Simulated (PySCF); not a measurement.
## Electron correlation in C⁺ (carbon, charge +1)

[He] 2s1 2p1 3d1, one real determinant (an excited configuration). Computed with PySCF 2.14 in aug-cc-pwCVQZ (9s8p6d4f2g, 109 functions), with the non-relativistic Hamiltonian (point nucleus). Frozen: 1s2; 3 electrons correlated.

MP2 pair energies summed by pair of shells (mhartree):

```tsv
pair	energy	share (%)
2s-2p	-3.88	47.0
2s-3d	-2.75	33.3
2p-3d	-1.63	19.8
```

Total MP2 correlation energy: -8.26 mhartree.

Same-spin part -8.26 and opposite-spin part 0.00 mhartree; SCS-MP2 scales them by 1/3 and 6/5 to -2.75 mhartree.

The reference is one real determinant that mixes LS terms of this configuration.
